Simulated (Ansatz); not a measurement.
H₃Au₃⁺, relaxed as a doublet with UKS PBE0-D4/def2-TZVP in Ansatz, starting from the GFN2-xTB geometry. Force threshold 0.02 eV/Å.

In the def2 sets Au takes a core potential; there is no spin–orbit coupling. The structure comes from a short search, and lower isomers may exist.

Start:

| atom | x (Å) | y (Å) | z (Å) |
| --- | --- | --- | --- |
| Au1 | -0.466 | 1.875 | -0.845 |
| Au2 | -0.517 | -3.026 | 1.312 |
| Au3 | 0.328 | -0.668 | 0.217 |
| H4 | -0.568 | 3.309 | -1.128 |
| H5 | 0.614 | -2.199 | 0.818 |
| H6 | 0.610 | 0.709 | -0.373 |

| step | energy (eV) | largest force component (eV/Å) | SCF passes |
| --- | --- | --- | --- |
| 1 | -11120.7911 | 2.229 | 21 |
| 2 | -11121.4127 | 0.632 | 29 |
| 3 | -11121.5055 | 0.448 | 32 |
| 4 | -11121.5518 | 0.317 | 27 |
| 5 | -11121.5680 | 0.150 | 27 |
| 6 | -11121.5879 | 0.131 | 32 |
| 7 | -11121.5974 | 0.112 | 30 |
| 8 (rejected) | -11121.5858 | 0.246 | 28 |
| 9 | -11121.6059 | 0.041 | 27 |
| 10 | -11121.6080 | 0.061 | 27 |
| 11 | -11121.6090 | 0.056 | 29 |
| 12 | -11121.6097 | 0.058 | 28 |
| 13 | -11121.6099 | 0.039 | 27 |
| 14 | -11121.6104 | 0.019 | 29 |

Force components are those of the run's own axes.

End:

```xyz
6

Au   -0.187    1.703   -1.279
Au   -0.609   -2.663    1.614
Au    0.303   -0.581    0.195
H    -0.952    2.969   -0.712
H     0.469   -2.348    0.418
H     0.977    0.920   -0.236
```

By distances, no bond broke or formed. The bond that changes most is Au3–H6, from 1.52 to 1.70 Å (atoms count from 1). The end is the same structure that another start reached, the lowest one found.

No frequencies were taken in this run, so the end may be a saddle point.

It took 44 s on 4 threads of Arm Neoverse V2 on a shared host.
